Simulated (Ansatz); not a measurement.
Basis-set series for C3H9AlB2 (`C[B]1C[BH][Al]1[CH3]`). Total charge 0; spin multiplicity 1. Geometry: relaxed with PBE0-D4/def2-TZVP.

| functional | basis | functions | energy (Eh) | HOMO (eV) | LUMO (eV) |
| --- | --- | --- | --- | --- | --- |
| PBE0-D4 | def2-SVP | 133 | -411.27070 | -5.64 | -1.76 |
| PBE0-D4 | def2-TZVPP | 323 | -411.53546 | -5.68 | -1.82 |
| ωB97M-V | def2-SVP | 133 | -411.46858 | -7.66 | 0.12 |
| ωB97M-V | def2-TZVPP | 323 | -411.74443 | -7.72 | 0.01 |

**Question.** Give the rows for def2-QZVPP. (Best estimate.)

**Answer.** Ansatz gave: 
| functional | basis | functions | energy (Eh) | HOMO (eV) | LUMO (eV) |
| --- | --- | --- | --- | --- | --- |
| PBE0-D4 | def2-QZVPP | 625 | -411.55259 | -5.69 | -1.83 |
| ωB97M-V | def2-QZVPP | 625 | -411.76089 | -7.73 | -0.08 |

Positive LUMOs are unbound and depend on the basis.
